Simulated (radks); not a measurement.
All-electron atom: Pb XLII in [Kr] 4d5.

Calculated with a radial shooting solver on a logarithmic mesh with Libxc functionals: Dirac Kohn-Sham, PBE, spin-unpolarised, spherical densities, finite nucleus; open shells fill j = l - 1/2 first; Fermi nuclear charge, rms radius 5.5012 fm.

Energy parts (eV):
| part | energy |
|---|---|
| total | -540596.48 |
| kinetic | 633464.29 |
| electron-nucleus | -1288357.95 |
| Hartree | 122856.99 |
| exchange-correlation | -8559.82 |

Orbitals (lengths in bohr, moments of r in powers of bohr):
orbital  occ.  eigenvalue (eV)  <1/r>       <r^4>      <r^2>
1s1/2       2        -89774.77  101.2   3.541e-07  0.0003576
2s1/2       2        -17574.94  25.05  0.00005066   0.005364
2p1/2       2        -16958.43  25.01  0.00002984   0.003774
2p3/2       4        -14769.13  19.97  0.00004810   0.004953
3s1/2       2        -5592.965  9.276    0.001754    0.03415
3p1/2       2        -5318.224  9.186    0.001511    0.03097
3p3/2       4        -4819.216  7.876    0.002116    0.03694
3d3/2       4        -4372.151  7.758    0.001367    0.02806
3d5/2       6        -4265.517  7.467    0.001509    0.02965
4s1/2       2        -2475.677  4.329     0.02765     0.1408
4p1/2       2        -2355.356  4.250     0.02743     0.1390
4p3/2       4        -2201.037  3.809     0.03537     0.1584
4d3/2       4        -2009.110  3.684     0.03334     0.1508
4d5/2       1        -1976.740  3.587     0.03567     0.1562

The highest occupied level is 4d5/2 at -1976.7 eV. The density falls to 0.001 e/bohr^3 at r = 0.99 bohr. Summed over all electrons, <r^2> = 2.559 bohr^2, which gives a Langevin (diamagnetic) susceptibility term of -2.03 x 10^-6 cm^3/mol. For comparison, the ionisation energy in NIST's Atomic Spectra Database is 2004 eV (theoretical). In exact Kohn-Sham theory the highest level is minus the ionisation energy, but local and semilocal functionals leave it too shallow, through self-interaction and a potential that decays too fast; potentials with the right tail come closer.

Beside tabulated values, note that spin-unpolarised runs miss the spin-polarisation part of the exchange energy of open shells.
